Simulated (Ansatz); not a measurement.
Mulliken charges of AlGeH$_{5}$, SMILES `[AlH2][GeH3]` from ωB97M-V/def2-TZVPP in Ansatz (PBE0-D4/def2-TZVP geometry).

| atom | x (Å) | y (Å) | z (Å) | charge (e) |
| --- | --- | --- | --- | --- |
| Al1 | -0.310 | -1.404 | 0.124 | 0.416 |
| Ge2 | 0.253 | 0.996 | -0.123 | -0.215 |
| H3 | 0.625 | -2.362 | 0.977 | -0.112 |
| H4 | -1.623 | -1.993 | -0.548 | -0.112 |
| H5 | -0.281 | 1.612 | -1.430 | 0.009 |
| H6 | -0.372 | 1.813 | 1.029 | 0.005 |
| H7 | 1.768 | 1.270 | -0.075 | 0.009 |

Q: By hand: the dipole of these point charges (1 e Å = 4.8032 D).

A: Σ q r = (-0.060, -0.275, 0.022) e Å, of length 0.282 e Å = 1.35 D.

Q: How does the dipole of the full density compare? (Best estimate.)

A: Ansatz gave: (-0.016, -0.099, -0.002) e Å, 0.48 D; the point charges give 2.81 times that, at 6° from its direction.

Point charges leave out the atoms' own dipoles, such as those of lone pairs, and Mulliken's split depends on the basis, so the two needn't agree.
